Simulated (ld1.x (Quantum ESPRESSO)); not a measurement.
Pseudopotential generation for nitrogen: TM, LDA (PZ), scalar-relativistic.

* Element: N (Z = 7)
* Generator: ld1.x (Quantum ESPRESSO) 7.5
* Type: norm-conserving Troullier–Martins (Kleinman–Bylander form)
* Functional: LDA (PZ)
* Relativity: scalar-relativistic
* Frozen core: [He]
* Valence charge: 5
* Reference configuration: 2s2 2p3
* Partial waves: 2s (bound): rc 0.75 bohr; 2p (bound): rc 1.65 bohr; 3d channel at 0.15 Ry: rc 1.70 bohr
* Local potential: all-electron potential smoothed inside 1.10 bohr (lloc = -1)
* Core correction: none

Results:

* Cutoffs needed: 100 Ry and 230 Ry (the cutoffs (Ry, on a coarse ladder) from which the occupation-weighted sum of valence levels, in a spherical-Bessel basis at the reference potential, stays within 10 and 1 mRy of its value at 400 Ry)
* Ghost test: no extra level below or beside the all-electron valence levels (s, p, d, f tested) (spherical-Bessel basis up to 400 Ry, 20 bohr box)
* Largest excitation error: +921 meV (all-electron minus pseudo) for 2s2 2p0, out of 7 test configurations

Generation and tests took about 1.1 s on one core of a shared server CPU.
